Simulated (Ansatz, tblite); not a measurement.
Removing and adding an electron: Sn₃Cl₈. Total charge 0; singlet. Geometry: r2SCAN-D4/def2-SVP. Ansatz, gas phase; energy differences of separate SCF runs; the oxidised species was run as a doublet alone; the reduced species was run as a doublet alone.

```xyz
11

Sn   -1.718    1.142   -1.213
Cl   -0.832    0.086   -3.111
Cl   -4.046    0.921   -1.275
Cl   -1.194    3.420   -1.343
Sn   -0.509   -0.069    1.036
Cl   -1.880   -1.810    1.805
Cl   -0.357    1.502    2.771
Sn    2.067   -1.093    0.488
Cl    1.931   -3.164   -0.594
Cl    3.404   -1.350    2.392
Cl    3.134    0.414   -0.956
```

In the def2 sets Sn takes a core potential; there is no spin–orbit coupling. The xTB rows come from tblite.

(1) Estimate orbital energies and vertical ionisation energies and electron affinities at: GFN1-xTB; GFN2-xTB; PBE-D4/def2-SVP; PBE0-D4/def2-SVP.

Answers

(1) 
```tsv
level	−HOMO (eV)	vertical IE (eV)	−LUMO (eV)	vertical EA (eV)	HOMO–LUMO gap (eV)	IE − EA (eV)
GFN1-xTB	12.35	14.00	10.94	9.36	1.42	4.64
GFN2-xTB	11.90	13.59	11.00	9.36	0.90	4.23
PBE-D4/def2-SVP	7.38	9.33	4.93	2.97	2.45	6.36
PBE0-D4/def2-SVP	8.55	9.95	4.35	2.99	4.20	6.96
```

 Raw xTB energy differences between charge states are shifted by several eV; the methods need an empirical correction for them. Sets without diffuse functions give affinities that are too small.
